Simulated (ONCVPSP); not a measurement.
**beryllium ONCV: all-electron and pseudo phase curves**

Be, optimised norm-conserving Vanderbilt (ONCV), made with ONCVPSP 4.0.1 (PBE, scalar-relativistic). Core [He], reference 2s1 (charge +1). Waves: 2s: rc 2.15 bohr, ncon 4, nbas 8, qcut 2.4 1/bohr, 2 projectors, debl 2.6 Ha; p scattering state at 0.06 Ha: rc 2.20 bohr, ncon 4, nbas 9, qcut 4 1/bohr, 2 projectors, debl 1.3 Ha. Local part: polynomial inside 1.80 bohr (lpopt 5, dvloc0 0 Ha). Core correction: Teter function, fcfact 2.25, rcfact 1.25.

In the p channel the program set the typed energies aside and used 0.050, 1.350 Ha.

The phase is arctan(r·R′/R) of the radial function R(r), unwrapped; energies in Ha, scanned from -2 to 5 Ha. A pole is an energy at which the radial function vanishes at the test radius. The pseudo phase is shifted by a multiple of π to meet the all-electron one at the reference energy, and phase errors are pseudo minus all-electron; the curves can meet again beyond the range given. Levels narrower than the energy grid can be missing from the lists of poles.

| channel | radius (bohr) | reference energy (Ha) | poles, all-electron | poles, pseudo | unbroken range about the reference energy with phases within 0.05 rad | phase error 1 Ha above the reference energy (rad) |
| --- | --- | --- | --- | --- | --- | --- |
| s | 2.18 | -0.50 | 0.45, 4.89 | 0.44, 4.46 | below 4.7 | -0.001 |
| p | 2.24 | 0.05 | 0.30, 3.62 | 0.30, 3.70 | below 4.9 | +0.000 |

Phases in the s channel:

```tsv
E (Ha)	all-electron	pseudo
-1.98	1.152	1.151
-1.80	1.101	1.100
-1.62	1.032	1.031
-1.44	0.931	0.929
-1.26	0.773	0.771
-1.08	0.508	0.506
-0.90	0.069	0.068
-0.72	-0.478	-0.478
-0.54	-0.898	-0.898
-0.36	-1.151	-1.151
-0.18	-1.306	-1.306
0.00	-1.409	-1.409
0.18	-1.484	-1.485
0.36	-1.545	-1.546
0.54	-1.597	-1.598
0.72	-1.646	-1.647
0.90	-1.695	-1.696
1.08	-1.750	-1.751
1.26	-1.815	-1.817
1.44	-1.902	-1.903
1.62	-2.030	-2.032
1.80	-2.246	-2.248
1.98	-2.650	-2.650
2.16	-3.292	-3.292
2.34	-3.839	-3.841
2.52	-4.138	-4.142
2.70	-4.302	-4.307
2.88	-4.402	-4.408
3.06	-4.469	-4.476
3.24	-4.518	-4.526
3.42	-4.555	-4.565
3.60	-4.585	-4.597
3.78	-4.610	-4.624
3.96	-4.631	-4.649
4.14	-4.649	-4.672
4.32	-4.666	-4.694
4.50	-4.682	-4.717
4.68	-4.696	-4.743
4.86	-4.710	-4.773
```
